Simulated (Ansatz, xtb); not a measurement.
## Ranking isomers of C2LiMg

4 gas-phase structures of C2LiMg, found in a search over its isomers (lower ones may exist). Each was relaxed with GFN2-xTB; where two conformers were screened, the lower at r2SCAN-D4/def2-SVP is listed:

A. a doublet given by its coordinates
B. `[Li][C]#[C][Mg]`, a doublet
C. `[Li][Mg][C]#[C]`, a doublet
D. a doublet given by its coordinates

D (Å):

```xyz
4

C    -0.7803    0.4996    0.5027
C    -0.2643   -0.0696   -0.4926
Li   -1.5516   -1.3454    0.1812
Mg    0.6421    2.0376   -0.1587
```

Close contacts (Å): C1–C2 1.26, C1–Li3 2.03, C1–Mg4 2.20, C2–Li3 1.93, C2–Mg4 2.32.

A (Å):

```xyz
4

C     1.2727   -2.2610   -2.8530
C     1.6343   -1.1825   -2.4163
Li   -2.9927   -0.5841   -1.7408
Mg   -0.5807   -1.2001   -2.2234
```

Close contacts (Å): C1–C2 1.22, C1–Mg4 2.23, C2–Mg4 2.22, Li3–Mg4 2.54.

Problem. Estimate their order in r2SCAN-D4/def2-SVP energy at these geometries, lowest first.

Solution. Calculated order at r2SCAN-D4/def2-SVP: D (0.0), B (1.9), A (52.7), C (58.2) kcal/mol.

Energies above the lowest of each column, in kcal/mol:

```json
{"structure": "D", "GFN2-xTB": "1.3", "HF/STO-3G": "27.6", "r2SCAN-D4/def2-SVP": "0.0"}
{"structure": "B", "GFN2-xTB": "0.0", "HF/STO-3G": "33.5", "r2SCAN-D4/def2-SVP": "1.9"}
{"structure": "A", "GFN2-xTB": "22.6", "HF/STO-3G": "15.5", "r2SCAN-D4/def2-SVP": "52.7"}
{"structure": "C", "GFN2-xTB": "23.1", "HF/STO-3G": "0.0", "r2SCAN-D4/def2-SVP": "58.2"}
```

r2SCAN-D4/def2-SVP puts D lowest; GFN2-xTB picks B, HF/STO-3G picks C. D keeps a small imaginary mode. Frequencies (B3LYP-D3(BJ)/def2-SVP) were run for D alone. Open shells are spin-unrestricted, some with notable spin contamination.

Over these structures GFN2-xTB departs from r2SCAN-D4/def2-SVP by 16.2 kcal/mol on average once a common shift is removed. A GFN2-xTB relaxation took about 0.054 s and the r2SCAN-D4/def2-SVP energy about 2.4 s on a shared host (Ansatz 0.2.0, xtb 6.7.1).
